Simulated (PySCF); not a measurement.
**Dipole response of Hg (mercury, neutral)**

[Xe] 4f14 5d10 6s2, closed-shell 1S. All numbers are calculated (PySCF 2.14, scalar relativity by spin-free X2C-1e, in x2c-TZVPPall with one added diffuse shell each of s, p, d, f type (12s8p8d4f1g, 113 functions)). Coupled (time-dependent) response in atomic units; α is the mean over directions.

| method | mean α (bohr³) | C₆ (like pair) | S(−4) |
| --- | --- | --- | --- |
| M06 | 32.91 | 297.6 | 432.3 |

S(−4) is the Cauchy moment in α(ω) = α(0) + S(−4) ω² + …

Reference α: 33.91 ± 0.34 bohr³ (recommended; Schwerdtfeger and Nagle, table of static dipole polarizabilities (2023 update)). Published C₆: 268.0 (Gould and Bucko (2016)).

α(iu) at M06:

| u (hartree) | α(iu) (bohr³) |
| --- | --- |
| 0 | 32.91 |
| 0.0500 | 31.87 |
| 0.100 | 29.26 |
| 0.200 | 22.84 |
| 0.300 | 17.73 |
| 0.500 | 11.77 |
| 0.750 | 8.098 |
| 1.00 | 6.058 |
| 1.50 | 3.854 |
| 2.00 | 2.698 |
| 3.00 | 1.543 |
| 5.00 | 0.6971 |

Spin-orbit coupling, which splits the p, d and f shells strongly at this Z, is absent.
